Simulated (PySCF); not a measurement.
## How the method moves the HOMO and LUMO of `[CH3][Al@H-]1[Cl+][Al@@H-]([F])[Cl+]1`

Species: CH5Al2Cl2F.
Atom-mapped SMILES: `[CH3:1][Al@H-:2]1[Cl+:3][Al@@H-:4]([F:5])[Cl+:6]1` (hydrogens: H7, H8, H9 on C1; H10 on Al2; H11 on Al4)

Geometry (PBE0-D3(BJ)/def2-SVP, Å), atoms numbered from 1 in this order:
```xyz
11
CH5Al2Cl2F angstrom
C     -2.1452    0.1536    0.5881
Al    -0.3837    0.9447    0.3870
Cl     1.1567   -0.1664    1.7625
Al     2.3147   -0.8309   -0.0905
F      2.2325   -2.4911   -0.1490
Cl     0.6933   -0.0029   -1.4656
H     -2.4381   -0.4075   -0.3139
H     -2.1765   -0.5502    1.4352
H     -2.9102    0.9269    0.7654
H      0.0358    2.4655    0.4070
H      3.6646   -0.0569   -0.2593
```

Basis pcSseg-1 throughout (PySCF), one geometry. The structure is a single PBE0-D3(BJ)/def2-SVP conformer in the gas phase; no vibrational or solvent corrections.

Problem. How do the orbital energies, the gap and the dipole change with the method?

Solution. 
| method | kind | HOMO (eV) | LUMO (eV) | gap (eV) | μ (D) | SCF cycles |
| --- | --- | --- | --- | --- | --- | --- |
| B97-2 | global hybrid | -8.34 | -0.51 | 7.83 | 2.10 | 13 |
| PBE0 | global hybrid | -8.58 | -0.55 | 8.03 | 2.11 | 13 |
| mPW1PW91 | global hybrid | -8.61 | -0.55 | 8.06 | 2.12 | 13 |
| BHandHLYP | global hybrid | -9.78 | 0.26 | 10.04 | 2.18 | 12 |
| CAM-B3LYP | range-separated hybrid | -9.94 | 0.41 | 10.35 | 2.10 | 12 |
| wB97X-D | range-separated hybrid | -10.49 | 1.17 | 11.65 | 2.14 | 13 |
| LC-wPBE | range-separated hybrid | -11.36 | 1.50 | 12.87 | 2.09 | 12 |

The HOMO spans 3.03 eV, from B97-2 down to LC-wPBE, and the gap runs from 7.83 eV (B97-2) to 12.87 eV (LC-wPBE). Over the methods B97-2 (21 %), PBE0 (25 %), mPW1PW91 (25 %), BHandHLYP (50 %), a straight line through the gap against the share of exact exchange rises by 0.78 eV for each 10 % (correlation coefficient 0.999). The dipole ranges from 2.09 D (LC-wPBE) to 2.18 D (BHandHLYP). This basis has no diffuse functions.
